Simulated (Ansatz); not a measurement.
```yaml
crystal:
  periodic: [false, false, false]
  atoms:
    - {symbol: C, position_ang: [-0.443558, -0.635774, 1.262370]}
    - {symbol: N, position_ang: [0.189618, 0.125021, 0.143751]}
    - {symbol: C, position_ang: [1.020424, -0.719275, -0.650636]}
    - {symbol: In, position_ang: [-0.732431, 1.745256, -0.704192]}
    - {symbol: F, position_ang: [0.027793, 2.613560, -2.394299]}
    - {symbol: F, position_ang: [-2.247553, 2.571078, 0.204317]}
    - {symbol: H, position_ang: [0.418968, -1.001403, 2.013195]}
    - {symbol: H, position_ang: [-0.984493, -1.595695, 0.929597]}
    - {symbol: H, position_ang: [-1.361666, 0.035808, 1.628663]}
    - {symbol: H, position_ang: [1.631179, -0.242659, -1.393553]}
    - {symbol: H, position_ang: [0.755661, -1.706046, -0.956868]}
    - {symbol: H, position_ang: [1.952693, -1.083857, -0.043172]}
basis:
  gaussian: {orbitals: def2-TZVPD, final_grid: {core_spheres: 5, valence_spheres: 4, degree: 11}}
total_charge: 1
magnetization: {spin_polarized: true, initial_magnetization: 1}
hamiltonian: {xc: {name: LC-wPBE}, pseudopotentials: {relativity: scalar}}
scf: {max_iter: 3}
output: {forces: true}
```

```sh
$ ansatz run in.yaml --threads 4 --pin off --events-out ev --progress --plain --max-ram 11315MiB
```

Shortened log:

```
Error: invalid value for `basis.gaussian`: such a run doesn't read scf.max_iter; remove what it names
```

Problem. Something in this input is off. What?

Solution. The input holds a key that doesn't belong there. The input was rejected before any iteration.
